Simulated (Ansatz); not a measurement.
Isolated molecules relaxed with PBE0-D4/def2-TZVP in Ansatz; ΔE leaves out vibrations. CCSD(T)/CBS is the MP2 limit (def2-TZVPP, def2-QZVPP) plus CCSD(T) − MP2 in def2-TZVPP, frozen cores. Functionals use def2-TZVPP. For Se outer-core shells are correlated without core-valence functions, which leaves a few kJ/mol of doubt a bond. Scalar relativity is left out up to krypton. One conformer a species, not always the lowest.

Reaction (ligand exchange at the Si–C bond): `F[C@H]1O[C@H]1[SiH3]` + `ClB[SeH]` → `[SiH3][Se]BCl` + `FC1CO1`

`F[C@H]1O[C@H]1[SiH3]`:

```xyz
10

F    -0.990    1.642   -0.835
C    -0.835    1.185    0.428
O    -1.474    0.010    0.719
C    -0.012    0.009    0.677
Si    0.788   -0.997   -0.697
H    -0.942    2.001    1.139
H     0.437   -0.060    1.669
H     2.213   -0.587   -0.793
H     0.090   -0.771   -1.983
H     0.724   -2.432   -0.324
```

`ClB[SeH]`:

```xyz
5

Cl    0.536   -1.556   -1.425
B    -0.051   -0.503   -0.166
Se    0.555    1.314   -0.121
H    -0.814   -0.924    0.641
H    -0.227    1.670    1.070
```

`[SiH3][Se]BCl`:

```xyz
8

Si    1.150    0.825   -0.178
Se    0.121   -1.031   -1.049
B    -1.359   -1.010    0.177
Cl   -2.595   -2.232    0.059
H     1.506    0.593    1.242
H     2.376    1.033   -0.986
H     0.258    2.004   -0.290
H    -1.459   -0.180    1.025
```

`FC1CO1`:

```xyz
7

F     1.247    0.720   -1.025
C     0.605   -0.195   -0.266
C    -0.624    0.185    0.402
O    -0.590   -0.648   -0.771
H     1.303   -0.938    0.111
H    -0.937   -0.311    1.316
H    -1.006    1.187    0.233
```

| level | ΔE (kcal/mol) |
| --- | --- |
| PBE-D4 | -15.8 |
| r2SCAN-D4 | -15.9 |
| PBE0-D4 | -16.7 |
| PBE | -15.7 |
| r2SCAN | -15.9 |
| MP2/def2-TZVPP | -16.8 |
| SCS-MP2/def2-TZVPP | -16.2 |
| CCSD(T)/def2-TZVPP | -15.5 |

(1) What does CCSD(T)/CBS give? (An estimate is asked.)

Largest T1 diagnostic among the species: 0.013.

Answers

(1) Computed: -16.3 kcal/mol. The listed levels differ from it by 0.5, 0.4, -0.4, 0.6, 0.4, -0.5, 0.1, 0.8 kcal/mol.

From PBE to PBE0 (25 % exact exchange), in def2-TZVPP and without D4, ΔE moves by −0.9 kcal/mol.
